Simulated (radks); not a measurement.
The numbers below are computed, except where a source is named.
Valence configurations of Sm II (all share [Xe]). Level of theory: Dirac Kohn-Sham, BLYP, spin-unpolarised, spherical densities, finite nucleus; open shells fill j = l - 1/2 first; Fermi nuclear charge, rms radius 5.0819 fm (a radial shooting solver on a logarithmic mesh with Libxc functionals). Order these by energy: 4f6 6s0.5 6p0.5; 4f5 5d1 6s1; 4f4.5 5d1 6s1.5; 4f5.5 5d1 6s0.5; 4f5 6s1 6p1; 4f5.5 6s1.5; 4f6 6s1; 4f7; 4f5 6s2; 4f5.5 6s1 6p0.5.

Answer. From the lowest, in eV above it: 4f6 6s1 0.000; 4f5.5 6s1.5 0.750; 4f6 6s0.5 6p0.5 1.472; 4f5.5 5d1 6s0.5 1.593; 4f5.5 6s1 6p0.5 2.332; 4f7 2.705; 4f5 6s2 3.133; 4f5 5d1 6s1 3.285; 4f5 6s1 6p1 6.553; 4f4.5 5d1 6s1.5 6.719. NIST lists [Xe] 4f6 6s1 as the ground configuration; this level of theory agrees among the configurations tried. The energies are those of spherical spin-averaged densities, not of single terms.
